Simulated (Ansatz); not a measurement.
Input file for `F[Si](Cl)(O[SiH3])O[SiH3]`:

```yaml
crystal:
  periodic: [false, false, false]
  atoms:
    - {symbol: F, position_ang: [-2.048017, -1.433293, 0.100689]}
    - {symbol: Si, position_ang: [-0.615945, -0.797514, -0.082714]}
    - {symbol: Cl, position_ang: [0.705458, -2.325995, -0.298910]}
    - {symbol: O, position_ang: [-0.639346, 0.116521, -1.391811]}
    - {symbol: Si, position_ang: [0.118550, 0.776805, -2.691734]}
    - {symbol: O, position_ang: [-0.253183, 0.068550, 1.212252]}
    - {symbol: Si, position_ang: [0.309585, 0.145146, 2.755763]}
    - {symbol: H, position_ang: [0.973271, -0.245886, -3.342485]}
    - {symbol: H, position_ang: [-0.925542, 1.247468, -3.630479]}
    - {symbol: H, position_ang: [0.953359, 1.918458, -2.244018]}
    - {symbol: H, position_ang: [0.664880, 1.556618, 3.031142]}
    - {symbol: H, position_ang: [-0.749634, -0.306426, 3.690170]}
    - {symbol: H, position_ang: [1.506554, -0.720452, 2.892126]}
basis:
  gaussian: {orbitals: def2-TZVPP}
correlation: {method: ccsd_t}
```

```sh
$ ansatz run in.yaml --threads 2 --pin off --events-out ev --progress --plain --max-ram 32768MiB --backend cuda --devices 0, --max-vram 18GiB
```

The program prints (abridged):

```
Functional definition: HF
2040 factors; integrals over basis functions are off by at most 8.9e-4 eV
mean field evaluation 1: about -42973.5318 eV, gradient 5.4e1 eV
mean field evaluation 2: about -42973.9605 eV, gradient 5.5e1 eV
mean field evaluation 4: about -42979.3644 eV, gradient 4.0e0 eV
mean field evaluation 8: about -42979.4466 eV, gradient 3.1e-1 eV
mean field -42979.44695556 eV, -1579.4655431015 hartree, gradient 4.3e-6 eV, S^2 0.000000; 0 other end points of the search recorded, 0 dependent functions left out
23 core orbitals not correlated: weight in the atoms' cores, before any rotation towards them, 1.000 or more for the frozen orbitals, at most 0.000 for the correlated occupied ones
reference -42979.44695556 eV, -1579.4655431015 hartree; 22, 22 occupied and 300, 300 virtual orbitals, 2040 factors
second order -34.18358302 eV of doubles, -0.00000000 eV of singles
cycle   1  -34.81390273 eV  change   -6.3e-1 eV  update   1.2e-1
cycle   2  -35.63624659 eV  change   -8.2e-1 eV  update   3.6e-2
cycle   3  -35.81630133 eV  change   -1.8e-1 eV  update   1.7e-2
cycle   4  -35.79401526 eV  change    2.2e-2 eV  update   3.3e-3
cycle   5  -35.79267445 eV  change    1.3e-3 eV  update   1.3e-3
cycle   6  -35.79347213 eV  change   -8.0e-4 eV  update   3.4e-4
cycle   7  -35.79321529 eV  change    2.6e-4 eV  update   1.1e-4
cycle   8  -35.79315675 eV  change    5.9e-5 eV  update   3.0e-5
cycle   9  -35.79316829 eV  change   -1.2e-5 eV  update   1.2e-5
perturbative correction -1.22402607 eV, -0.0449821284 hartree
Total energy: -43016.46414992 eV, -1580.8258999030 hartree
```

It took 29 s on 2 threads of an AMD EPYC 7R13 on a shared host and a share of an NVIDIA H100 80 GB, with 0.83 GiB of host memory at the peak.

Correlation energy per correlated electron: -0.841 eV. T1 diagnostic: 0.0111.
